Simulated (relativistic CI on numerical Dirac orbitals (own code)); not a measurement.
## Ag XXX: q coefficients and field-shift factors

Method of calculation: Dirac-Coulomb-Breit CI, KLI orbitals optimised for each configuration, derivatives by finite differences, unscaled Slater integrals, QED left out (own radial code, finite nucleus).

Configurations in the expansion (outside the closed core [Ne]): 3s²3p⁶, 3s²3p⁵3d, 3s3p⁶3d, 3p⁶3d², 3p⁵3d³. Double excitations out of closed p, d and f shells are left out; levels of such configurations are missing from the list, as are those of other unlisted configurations, and high levels can miss mixing partners.

With x = (α/α₀)² − 1 an excitation energy changes as ω = ω₀ + qx; K = 2q/ω₀ is the relative enhancement. Terms are leading LS components, so labels can repeat. The field-shift factor is F = δν/δ⟨r²⟩ for the transition from the lowest level.

Lowest level 3s²3p⁶ ¹S0.

```tsv
Level	ω₀ (cm⁻¹)	q (cm⁻¹)	K	F (GHz/fm²)
3s²3p⁵3d ³P°0	1045453	20770	0.0397	2.19
3s²3p⁵3d ³P°1	1076065	34740	0.0646	2.19
3s²3p⁵3d ³F°3	1119157	23610	0.0422	2.22
3s²3p⁵3d ³D°2	1129076	38470	0.0681	2.22
3s²3p⁵3d ³F°4	1155449	87550	0.152	2.71
3s²3p⁵3d ¹D°2	1177732	86210	0.146	2.46
3s²3p⁵3d ³D°3	1233633	88360	0.143	2.82
3s²3p⁵3d ³D°1	1321933	153300	0.232	0.736
3s²3p⁵3d ³F°2	1425260	353600	0.496	-4.61
3s²3p⁵3d ³D°2	1501084	418100	0.557	-4.04
3s²3p⁵3d ¹F°3	1520678	424800	0.559	-4.2
3s²3p⁵3d ¹P°1	1678320	290000	0.346	-2.33
3s3p⁶3d ³D1	2330802	424200	0.364	-388
```

At this charge energies of transitions that change n are usually good to better than 1 %, and those within a shell (Δn = 0) to a few per cent.
